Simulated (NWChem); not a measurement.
System: CHCl2 cation

NWChem input:

```
start job
memory heap 200 mb stack 900 mb global 1100 mb
charge 1
geometry units angstroms noautosym nocenter noautoz
  Cl     1.447254     0.000000    -0.156525
  C      0.000000     0.000000     0.608428
  Cl    -1.447254     0.000000    -0.156525
  H      0.000000     0.000000     1.701032
end
basis spherical
  Cl library pcsseg-1
  C library pcsseg-1
  H library pcsseg-1
end
dft
  xc xpbe96 cpbe96
  iterations 150
end
property
  shielding 3 1 2 4
end
task dft property
```

Parts of the log:

```
             Northwest Computational Chemistry Package (NWChem) 7.3.0
             --------------------------------------------------------

                             Geometry "geometry" -> ""
                             -------------------------

 Output coordinates in angstroms (scale by  1.889725989 to convert to a.u.)

  No.       Tag          Charge          X              Y              Z
 ---- ---------------- ---------- -------------- -------------- --------------
    1 Cl                  17.0000     1.44725400     0.00000000    -0.15652500
    2 C                    6.0000     0.00000000     0.00000000     0.60842800
    3 Cl                  17.0000    -1.44725400     0.00000000    -0.15652500
    4 H                    1.0000     0.00000000     0.00000000     1.70103200

 Effective nuclear repulsion energy (a.u.)     129.3278601390

  pbe96 is a nonlocal functional; adding pw91lda local functional.
                              NWChem Property Module
                              ----------------------

  itol2e modified to match energy
  convergence criterion.

                                 NWChem DFT Module
                                 -----------------

 Summary of "ao basis" -> "ao basis" (spherical)
 ------------------------------------------------------------------------------
       Tag                 Description            Shells   Functions and Types
 ---------------- ------------------------------  ------  ---------------------
 Cl                         pcsseg-1                10       24   4s5p1d
 C                          pcsseg-1                 7       17   3s3p1d
 H                          pcsseg-1                 3        5   2s1p

  itol2e modified to match energy
  convergence criterion.

            General Information
            -------------------
          SCF calculation type: DFT
          Wavefunction type:  closed shell.
          No. of atoms     :     4
          No. of electrons :    40
           Alpha electrons :    20
            Beta electrons :    20
          Charge           :     1
          Spin multiplicity:     1
          Use of symmetry is: off; symmetry adaption is: off
          Maximum number of iterations: 150
          AO basis - number of functions:    70
                     number of shells:    30
          Convergence on energy requested:  1.00D-07
          Convergence on density requested:  1.00D-05
          Convergence on gradient requested:  5.00D-04

              XC Information
              --------------
          PerdewBurkeErnzerhof Exchange Functional  1.000
            Perdew 1991 LDA Correlation Functional  1.000 local
           PerdewBurkeErnz. Correlation Functional  1.000 non-local

[...]

          -----------------------------------------
          Chemical Shielding Tensors (GIAO, in ppm)
          -----------------------------------------

                                NWChem CPHF Module
                                ------------------

  scftype          =     RHF
  nclosed          =       20
  nopen            =        0
  variables        =     1000
  # of vectors     =        3
  tolerance        = 0.10D-03
  level shift      = 0.00D+00
  max iterations   =       50
  max subspace     =       30

 SCF residual:    6.2064313975308401E-007

Iterative solution of linear equations
  No. of variables     1000
  No. of equations        3
  Maximum subspace       30
        Iterations       50
       Convergence  1.0D-04

   iter   nsub   residual    time
   ----  ------  --------  ---------
     1      3    1.16D-06       8.9

      Atom:    1  Cl
        Diamagnetic
   1150.5608      0.0000     -3.8141
      0.0000   1140.9286      0.0000
     -3.8141      0.0000   1140.7433

        Paramagnetic
  -1654.3023     -0.0000    -94.2583
     -0.0000   -520.6156      0.0000
    -94.2583      0.0000  -1559.2577

        Total Shielding Tensor
   -503.7415     -0.0000    -98.0724
     -0.0000    620.3130      0.0000
    -98.0724      0.0000   -418.5144

           isotropic =    -100.6476
          anisotropy =    1081.4409

          Principal Components and Axis System
                 1           2           3
              620.3130   -568.0583   -354.1975

      1        -0.0000      0.8362     -0.5484
      2         1.0000     -0.0000     -0.0000
      3         0.0000      0.5484      0.8362

      Atom:    2  C
        Diamagnetic
    274.2504     -0.0000     -0.0000
     -0.0000    242.9092      0.0000
     -0.0000      0.0000    252.5670

        Paramagnetic
   -460.9990      0.0000      0.0000
      0.0000   -148.7169      0.0000
      0.0000      0.0000   -430.3650

        Total Shielding Tensor
   -186.7486      0.0000      0.0000
      0.0000     94.1922      0.0000
      0.0000      0.0000   -177.7981

           isotropic =     -90.1181
          anisotropy =    -144.9457

          Principal Components and Axis System
                 1           2           3
             -186.7486   -177.7981     94.1922

      1         1.0000      0.0000      0.0000
      2        -0.0000     -0.0000      1.0000
      3        -0.0000      1.0000      0.0000

      Atom:    3  H
        Diamagnetic
     22.6259     -0.0000     -0.0000
     -0.0000     17.0207      0.0000
     -0.0000      0.0000     39.3409

        Paramagnetic
      2.0819      0.0000      0.0000
      0.0000      0.1742      0.0000
      0.0000      0.0000    -19.9159

        Total Shielding Tensor
     24.7078      0.0000      0.0000
      0.0000     17.1950      0.0000
      0.0000      0.0000     19.4251

           isotropic =      20.4426
          anisotropy =       6.3977

          Principal Components and Axis System
                 1           2           3
               24.7078     19.4251     17.1950

      1         1.0000     -0.0000     -0.0000
      2         0.0000      0.0000      1.0000
      3         0.0000      1.0000     -0.0000
```

Level: PBE/pcSseg-1, GIAO. All runs use the structure optimised with B3LYP/6-31G* (spherical d). The output numbers the shielded atoms by their place in the input's list. The printed shielding anisotropy is the first printed principal value minus the mean of the other two.
